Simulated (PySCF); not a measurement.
# Bonding in `C#C/C(C)=C(/C#C)C=C`

Compound: C₉H₈.
Atom-mapped SMILES: `[CH:1]#[C:2]/[C:3]([CH3:4])=[C:5](/[C:6]#[CH:7])[CH:8]=[CH2:9]` (hydrogens: H10 on C1; H11, H12, H13 on C4; H14 on C7; H15 on C8; H16, H17 on C9)

Geometry (GFN2-xTB, Å), atoms numbered from 1 in this order:
```
atom  x, y, z in Å
C1    -0.017    3.169   -0.347
C2    -0.284    1.997   -0.335
C3    -0.649    0.635   -0.348
C4    -2.009    0.343   -0.905
C5     0.193   -0.325    0.118
C6    -0.196   -1.686    0.094
C7    -0.513   -2.845    0.078
C8     1.507   -0.007    0.653
C9     2.365   -0.908    1.121
H10    0.233    4.188   -0.349
H11   -2.213   -0.724   -0.881
H12   -2.076    0.698   -1.934
H13   -2.771    0.867   -0.327
H14   -0.795   -3.856    0.063
H15    1.760    1.045    0.651
H16    3.328   -0.621    1.508
H17    2.130   -1.959    1.131
```

Bond orders from the PBE0/pcSseg-1 density (PySCF). The structure is a single GFN2-xTB conformer in the gas phase; no vibrational or solvent corrections.

(1) How far do the computed orders between heavy atoms stray from the drawn ones?

(2) Give the Mayer order of every bond, beside its length.

Results:

(1) The largest departure is 0.702, at C1–C2 (drawn triple, 2.298). Drawn single, order above 1.12: C3–C4 (1.127) and C5–C8 (1.190). Drawn double or triple, more than 0.30 short of the drawn order: C1–C2 (2.298), C3–C5 (1.594) and C6–C7 (2.304).

(2) 
```tsv
bond	drawn as	length (Å)	Mayer order
C1–C2	triple	1.203	2.298
C2–C3	single	1.409	1.059
C3–C4	single	1.498	1.127
C3–C5	double	1.360	1.594
C5–C6	single	1.416	0.981
C6–C7	triple	1.201	2.304
C5–C8	single	1.454	1.190
C8–C9	double	1.329	1.919
C1–H10	single	1.049	1.160
C4–H11	single	1.087	0.937
C4–H12	single	1.090	0.937
C4–H13	single	1.090	0.937
C7–H14	single	1.049	1.160
C8–H15	single	1.082	0.922
C9–H16	single	1.076	0.936
C9–H17	single	1.078	0.941
```

Bonds between the same two heavy elements. C–C: lowest C5–C6 (0.981, 1.416 Å), highest C6–C7 (2.304, 1.201 Å); in 4 of the 28 pairs the longer bond (by over 0.003 Å) has the higher order (by 0.02 or more).

**Question.** Sum the orders of all bonds at each heavy atom with more than one neighbour and set the sums beside the valence in the SMILES.

**Answer.** C1 3.458 (drawn 4), C2 3.357 (drawn 4), C3 3.780 (drawn 4), C4 3.938 (drawn 4), C5 3.765 (drawn 4), C6 3.285 (drawn 4), C7 3.464 (drawn 4), C8 4.031 (drawn 4), C9 3.796 (drawn 4). Orders between atoms that aren't bonded are not in these sums.

Mayer orders depend on the basis set.
